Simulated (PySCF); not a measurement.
Vertical excitations of a molecule C5H3F from PySCF 2.14.0 with TDA-ωB97X/def2-SVPD, as energy in eV (oscillator strength): 4.60 (0.000), 5.89 (0.179), 5.90 (0.000), 6.42 (0.000), 6.67 (0.000), 7.26 (0.002), 7.53 (1.011), 7.79 (0.566), 8.20 (0.004), 8.41 (0.035). Lowest triplet (TDA): 3.66 eV. Coordinates come from a B3LYP-D3(BJ)/def2-SVP optimisation. Other conformers were not sampled.

Question: Identify the compound among the candidates.
A) C#CC(F)C#C
B) C#CC(F)=C=C
C) C#CC=C=CF

Answer: B, C#CC(F)=C=C
